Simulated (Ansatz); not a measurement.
Input for Ansatz (a program for electronic structure): U-wB97M-V/def2-TZVPP on NO (SMILES [N]=O), 2S+1 = 2, a spin state set in the input, which need not be the lowest, at the other state's geometry.

Ansatz 0.2 input:
```yaml
crystal:
  periodic: [false, false, false]
  atoms:
    - {symbol: N, position_ang: [-0.00000000, -0.00000000, -0.75733143]}
    - {symbol: O, position_ang: [0.00000000, 0.00000000, 0.66266501]}
basis:
  gaussian:
    orbitals: def2-TZVPP
hamiltonian:
  xc: {name: wB97M-V}
magnetization: {spin_polarized: true, initial_magnetization: 1}
```

The head of its log:

```
WARN ansatz: RAYON_NUM_THREADS=1 ignored (pool sized by the plan → 1); use --threads N
Functional definition: wB97M-V
integrals: 0.01 GiB planned
306 factors; their error is unknown
integrals: 0.04 GiB planned
57 factors; integrals over basis functions are off by at most 1.2e-4 eV
mean field: 0.19 GiB planned
mean field evaluation 1: about -3531.3736 eV, gradient 2.0e1 eV
mean field evaluation 2: about -3524.4727 eV, gradient 5.0e1 eV
```

**Question.** Predict the final total energy.

**Answer.** -129.8283 hartree.
